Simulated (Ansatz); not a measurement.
`[Br][Au]` at its PBE0-D4/def2-TZVP geometry, where that method's forces vanish. Total charge 0; spin multiplicity 1. Au: def2 effective core potential.

```xyz
2

Br   -0.4993    1.0637   -0.0012
Au    0.4993   -1.0637    0.0012
```

(1) What forces (eV/Å) does r2SCAN-D4/def2-TZVPP give on these atoms in Ansatz 0.2.0? (Estimate.)

Results:

(1) Computed: 
```
Br1  0.079 -0.168  0.000
Au2 -0.079  0.168  0.000
```
